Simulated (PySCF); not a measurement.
**Spinor energies of Er⁵⁴⁺ (erbium, charge +54)**

Start: [Ne] 3s2 3p2; 3p1/2 filled at m_j = -1/2, +1/2. Calculated with PySCF 2.14 in an even-tempered Gaussian basis (18 s from 15 bohr⁻², ratio 2.4; 14 p from 20 bohr⁻², ratio 2.4; 4 d from 68 bohr⁻², ratio 2.6; 4 f from 100 bohr⁻², ratio 2.6): generalised Hartree-Fock with the X2C-1e Hamiltonian and a Gaussian nucleus; one run each with spin-orbit coupling (SO) switched off, then screened by Boettger's factors.

```
spinor shell  electrons  ε, spin-free (eV)  ε, screened SO (eV)  weight of nominal j (screened SO)  rms radius, screened SO (bohr)
       1s1/2          2           -61862.6             -61838.4                              1.000                          0.0231
       2s1/2          2           -13712.8             -13701.9                              1.000                          0.0920
       2p1/2          2           -12598.1             -13267.0                              1.000                          0.0784
       2p3/2          4           -12598.1             -12306.6                              1.000                          0.0849
       3s1/2          2            -5486.0              -5481.5                              1.000                           0.221
       3p1/2          2            -5177.1              -5334.9                              1.000                           0.209
```

```
   quantity    spin-free   screened SO
E (hartree)  -9982.85076  -10003.74134
        M_J            0             0
       ⟨J²⟩        2.000         0.000
       ⟨L²⟩        2.000         1.346
       ⟨S²⟩        2.000         1.346
```

Breit and QED terms are absent; they matter most for the inner s and p1/2 levels.

Densities and radii are taken from the X2C orbitals without a picture-change correction, which distorts them close to the nucleus.

Without spin-orbit coupling the j labels of p, d and f shells carry no meaning; the spin-free column gives the mean over the occupied spinors of each nl shell.
